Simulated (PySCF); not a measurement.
## `O=c1cc([S][AlH2])cco1`, C5H5AlO2S

Geometry:
```csv
atom,x (Å),y (Å),z (Å)
O1,-1.083,2.477,0.960
C2,-1.019,1.372,0.492
C3,0.166,0.735,-0.033
C4,0.147,-0.524,-0.558
S5,1.571,-1.342,-1.201
Al6,2.705,-0.079,0.228
C7,-1.098,-1.224,-0.594
C8,-2.185,-0.609,-0.088
O9,-2.177,0.610,0.439
H10,1.063,1.361,-0.044
H11,2.538,-0.512,1.690
H12,3.685,1.007,-0.238
H13,-1.145,-2.214,-1.011
H14,-3.169,-1.058,-0.063
```

Method used: PySCF, quadratic response CAM-B3LYP/def2-SVPD first hyperpolarisability, Taylor convention, gas phase. Geometry: GFN2-xTB.

(1) Give the tensor of the second harmonic β(−2ω;ω,ω) at 1064 nm in the axes of these coordinates.

## Answers

(1) In au, Taylor convention; rows are the first index (the induced dipole):
|  | xx | yy | zz | xy | xz | yz |
| --- | --- | --- | --- | --- | --- | --- |
| x | -135.2 | +5.0 | -29.1 | -226.6 | -151.5 | +92.7 |
| y | -245.5 | +123.0 | +44.4 | +16.5 | +99.3 | -7.9 |
| z | -158.5 | -5.1 | +72.8 | +94.9 | -22.0 | +40.7 |

Norm of βᵢ = ⅓ Σⱼ (βᵢⱼⱼ + βⱼᵢⱼ + βⱼⱼᵢ): 184.2 au, hyper-Rayleigh value 186.3 au.
